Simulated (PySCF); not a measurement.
**TeH6 at several levels of theory**

All levels use the PBE0 minimum (singlet; Te–H 1.733 Å (×6); H–Te–H 90.0° (×12), H–Te–H 180.0° (×3)), basis [Te def2-TZVP with ECP28, H def2-TZVP], scalar-relativistic core potentials, density fitting, no spin–orbit coupling, PySCF. For vertical energies the ionised species is a doublet (spins chosen at PBE0 and kept) and the electron-attached one a doublet. Atomisation goes to high-spin ground-configuration atoms, without zero-point energy. Open shells are unrestricted, also as the reference of the correlated levels. A dash marks a value that was not computed or is not defined at that level.

```xyz
7
charge 0 multiplicity 1, angstrom
Te    0.0000    0.0000    0.0000
H     0.0000    0.0000    1.7333
H     0.0000    0.0000   -1.7333
H     1.7333    0.0000    0.0000
H     0.0000    1.7333    0.0000
H    -1.7333    0.0000    0.0000
H     0.0000   -1.7333    0.0000
```

```
level  atomisation (kJ/mol)  vertical IP (eV)  vertical EA (eV)  −ε(HOMO) (eV)  gap (eV)
 PBE0                  1054              9.26             -0.13           7.14      5.53
   HF                   614              8.76             -1.12           9.83     11.30
  MP2                   893              9.24             -0.28              –         –
  PBE                  1075              9.13             -0.01           6.07      3.61
```

Spin contamination in at least one species weakens the values at: HF, MP2.

Without diffuse functions attachment energies tend to come out too low.
